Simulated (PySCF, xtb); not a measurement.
C2H8BN3, SMILES NB1NCCN1. One conformer was computed; it need not be the lowest.

Harmonic wavenumbers (cm⁻¹) from xtb with GFN2-xTB at its own minimum, in rising order: 103, 124, 207, 286, 359, 404, 405, 495, 573, 666, 803, 871, 877, 972, 1073, 1090, 1144, 1172, 1176, 1221, 1232, 1275, 1338, 1387, 1470, 1495, 1510, 1540, 2818, 2835, 2887, 2895, 3519, 3520, 3543, 3585.

Problem. What does PBE-D3(BJ)/def2-SVP in PySCF 2.14.0 give at its own minimum? (An estimate is asked for; the answer gives what the named calculation found.)

Solution. 61, 182, 227, 316, 372, 441, 495, 595, 612, 661, 815, 858, 874, 917, 1046, 1079, 1100, 1149, 1173, 1237, 1237, 1272, 1339, 1398, 1450, 1455, 1473, 1562, 2877, 2883, 2970, 2974, 3553, 3554, 3559, 3659. Paired by order, the mean absolute difference is 33 cm⁻¹ and the zero-point energies are 72.7 and 73.5 kcal/mol.
